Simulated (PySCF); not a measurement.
# Reading the logs of faulty runs: H7NOSi2

Calculated results; nothing here was measured. The program is PySCF 2.14.0, an open-source quantum chemistry code, run on an isolated molecule that a program drew, which may never have been made. The molecule is H7NOSi2 (charge 0, singlet), drawn as the SMILES string `N[SiH2][SiH2]O`.

Each row is a Hartree-Fock (HF) and frozen-core CCSD(T) single point in the cc-pV(D+d)Z basis, meant for a local HF minimum. Run 1 is clean. Each other run has one planted mistake out of seven kinds, and not every kind appears here: one electron removed, one electron added, multiplicity raised by two, geometry at a saddle point, minimal basis STO-3G, one bond length entered in bohr, all coordinates scaled. The reference is restricted for singlets and unrestricted otherwise, and also for a bond in bohr. Adding or removing an electron swaps singlet and doublet. Electrons count all cores. HOMO and LUMO are orbital energies over both spins, the gradient is its largest component, and the lowest frequency (negative if imaginary) is given only where the gradient is small. Bond lengths are over the 10 bonds as drawn. T1 is the CCSD diagnostic: over 0.02 (restricted) or 0.045 (unrestricted) a single reference is doubtful.

Geometry of the clean run:
```xyz
11
H7NOSi2, angstrom
N    -2.6807    1.2334   -0.0082
Si   -1.0538    0.7987   -0.4202
Si    0.2277   -0.0611    1.3808
O     1.7580   -0.5197    0.9240
H    -3.3115    0.5126    0.2919
H    -2.8259    2.0576    0.5461
H    -0.3911    2.0093   -0.9631
H    -1.1099   -0.2338   -1.4879
H     0.4181    0.9612    2.4335
H    -0.5029   -1.2064    1.9899
H     1.8559   -1.1534    0.2298
```

| run | electrons | basis functions | <S^2> | HOMO (eV) | LUMO (eV) | gradient (hartree/bohr) | lowest frequency (cm^-1) | mean bond (Å) | longest bond (Å) | T1 | HF (hartree) | CCSD(T) (hartree) | mistake |
|---|---|---|---|---|---|---|---|---|---|---|---|---|---|
| 1 | 50 | 109 | 0.000 | -9.65 | 3.00 | 2.7e-05 | 56 | 1.4657 | 2.372 | 0.0118 | -711.32430 | -711.95177 | no fault |
| 2 | 50 | 109 | 0.807 | -8.38 | 1.66 | 8.6e-03 | - | 1.5980 | 2.809 | 0.0424 | -711.21442 | -711.83396 | one bond length entered in bohr |
| 3 | 50 | 109 | 0.000 | -9.61 | 3.20 | 4.8e-02 | - | 1.3924 | 2.253 | 0.0110 | -711.29410 | -711.91364 | ? |
| 4 | 51 | 109 | 0.758 | 2.08 | 8.52 | 4.0e-02 | - | 1.4657 | 2.372 | 0.0152 | -711.23007 | -711.88194 | ? |

**Which mistake was planted in run 3, and what did it cost?**

The mean and the longest bond both change by the same factor, 0.950, and the gradient is no longer small. So the mistake is: all coordinates scaled. Subtracting run 1 and multiplying by 627.51 kcal/mol a hartree, the energy moved by 19.0 kcal/mol in HF and 23.9 kcal/mol in CCSD(T).

**Which mistake was planted in run 4, and what did it cost?**

It counts 51 electrons, one more than the clean run, at the same geometry and basis. So the mistake is: one electron added. Subtracting run 1 and multiplying by 627.51 kcal/mol a hartree, the energy moved by 59.1 kcal/mol in HF and 43.8 kcal/mol in CCSD(T).

Cautions from the logs. Run 4: the HOMO is above zero, so the electron isn't bound and the energy depends on the basis.
